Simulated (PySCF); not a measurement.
# Simulated absorption spectrum

Compound: C4HClN2O.
SMILES: `C#Cc1noc(Cl)n1`

Method used: TDDFT wB97X-D/def2-SVPD, vertical, gas phase, core orbitals frozen in the response (PySCF 2.14.0, density-fitted response routines). Geometry: GFN2-xTB; no solvent, vibrations or thermal averaging.

Computed states:

| state | E (eV) | f |
| --- | --- | --- |
| S1 | 5.67 | 0.0008 |
| S2 | 5.93 | 0.0042 |
| S3 | 5.94 | 0.112 |
| S4 | 6.45 | 0.0001 |
| S5 | 6.65 | 0.248 |
| S6 | 6.87 | 0.0042 |
| S7 | 7.03 | 0.0001 |
| S8 | 7.28 | 0.0034 |

Each state is given a Gaussian of 0.4 eV full width at half maximum, with ε(max) = 2.175×10⁸ f / Δν̃ (Δν̃ the width in cm⁻¹). The width is an assumption, not a result. The curve ends short of the highest state used, and states not computed would add to its high-energy end.

Question: What does the envelope look like, and where are its maxima?

Answer: 
| E (eV) | ε (L mol⁻¹ cm⁻¹) |
| --- | --- |
| 5.07 | 0 |
| 5.14 | 1 |
| 5.21 | 2 |
| 5.28 | 8 |
| 5.35 | 29 |
| 5.42 | 93 |
| 5.49 | 272 |
| 5.56 | 700 |
| 5.63 | 1560 |
| 5.70 | 2976 |
| 5.77 | 4829 |
| 5.84 | 6639 |
| 5.91 | 7721 |
| 5.98 | 7590 |
| 6.05 | 6323 |
| 6.12 | 4538 |
| 6.19 | 3048 |
| 6.26 | 2539 |
| 6.33 | 3465 |
| 6.40 | 5984 |
| 6.47 | 9757 |
| 6.54 | 13734 |
| 6.61 | 16395 |
| 6.68 | 16556 |

Maxima: 209 nm (5.94 eV), ε about 7800, made up of S3 (96%); 186 nm (6.65 eV), ε about 17000, made up of S5 (99%) (ε in L mol⁻¹ cm⁻¹; maxima over ε = 5, shares over 10%).

Question: Coming from long wavelengths, where does ε first pass 100 L mol⁻¹ cm⁻¹?

Answer: At about 229 nm (5.43 eV), 0.25 eV below S1.

Question: What would ε be at 6.65 eV, the highest of these maxima, with half the width (0.2 eV)?

Answer: About 33400 L mol⁻¹ cm⁻¹ against 16800, a factor of about 1.98; a lone state at its own centre would give exactly 2.

Question: On this curve, what absorbance would a 10⁻⁴ mol/L sample give at 222 nm over a 1 cm path?

Answer: 222 nm is 5.585 eV, where ε is about 950 L mol⁻¹ cm⁻¹, so A = ε c l ≈ 0.095 (Beer–Lambert, with the gas-phase spectrum and the assumed width).
